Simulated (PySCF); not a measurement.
Computed IR spectrum (relative IR intensity) of a molecule C2H8AlN. The structure is a stationary point at PBE-D3(BJ)/def2-SVP. One conformer was computed; it need not be the lowest. Method: PBE-D3(BJ)/def2-SVP run with PySCF 2.14.0. Frequencies are harmonic and unscaled.

Lines under 2 % of the strongest are left out, and lines within 2 cm⁻¹ are merged.

ν (cm⁻¹): 306 (vw), 526 (m), 545 (s), 741 (vs), 998 (m), 1195 (m), 1258 (w), 1402 (w), 1406 (w), 1426 (w), 1880 (m), 1893 (vs), 2892 (m), 2898 (s), 2941 (m), 3043 (w) (against the strongest line: vs over 80 %, s over 45 %, m over 15 %, w over 4 %, vw less)

Task: Identify the compound among the candidates.
(A) [CH3][Al]([CH3])[NH2]
(B) C[N](C)[AlH2]
(C) C[CH2][AlH][NH2]
(D) C[NH][AlH][CH3]

Result: B, C[N](C)[AlH2]
